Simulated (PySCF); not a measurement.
**How the method moves the HOMO and LUMO of `Cl[B-](Cl)(Cl)Cl`**

Species: BCl₄ (charge -1).
Geometry (PBE0-D3(BJ)/def2-SVP, Å), atoms numbered from 1 in this order:
```xyz
5
BCl4 angstrom
Cl     1.769   -0.625   -0.234
B      0.019   -0.021   -0.019
Cl    -1.170   -1.361   -0.534
Cl    -0.273    0.415    1.769
Cl    -0.253    1.488   -1.078
```

Basis pcSseg-2 throughout (PySCF), one geometry. Geometry: PBE0-D3(BJ)/def2-SVP; no solvent, vibrations or thermal averaging.

**Question.** How do the orbital energies and the gap change with the method?

**Answer.** 
| method | kind | HOMO (eV) | LUMO (eV) | gap (eV) | SCF cycles |
| --- | --- | --- | --- | --- | --- |
| BLYP | GGA | -2.14 | 4.87 | 7.01 | 12 |
| PBE | GGA | -2.31 | 4.78 | 7.08 | 13 |
| B97-D | GGA | -2.31 | 4.85 | 7.16 | 12 |
| OPBE | GGA | -2.31 | 4.92 | 7.23 | 13 |
| KT3 | GGA | -2.41 | 4.62 | 7.02 | 13 |
| BP86 | GGA | -2.42 | 4.67 | 7.09 | 12 |
| KT2 | GGA | -2.42 | 4.52 | 6.94 | 12 |
| LDA | LDA | -2.47 | 4.60 | 7.07 | 12 |
| B3LYP | global hybrid | -3.43 | 5.51 | 8.94 | 12 |
| B97-2 | global hybrid | -3.45 | 5.74 | 9.19 | 12 |
| PBE0 | global hybrid | -3.72 | 5.80 | 9.51 | 12 |
| mPW1PW91 | global hybrid | -3.74 | 5.80 | 9.54 | 12 |
| BHandHLYP | global hybrid | -4.97 | 6.73 | 11.71 | 12 |
| CAM-B3LYP | range-separated hybrid | -5.09 | 6.85 | 11.93 | 11 |
| wB97X-D | range-separated hybrid | -5.62 | 7.62 | 13.24 | 12 |
| LC-wPBE | range-separated hybrid | -6.54 | 8.20 | 14.74 | 13 |
| HF | Hartree–Fock | -7.02 | 8.90 | 15.92 | 9 |

The HOMO spans 4.88 eV, from BLYP down to HF, and the gap runs from 6.94 eV (KT2) to 15.92 eV (HF). Over the methods BLYP (0 %), PBE (0 %), B97-D (0 %), OPBE (0 %), KT3 (0 %), BP86 (0 %), KT2 (0 %), LDA (0 %), B3LYP (20 %), B97-2 (21 %), PBE0 (25 %), mPW1PW91 (25 %), BHandHLYP (50 %), HF (100 %), a straight line through the gap against the share of exact exchange rises by 0.90 eV for each 10 % (correlation coefficient 0.999).
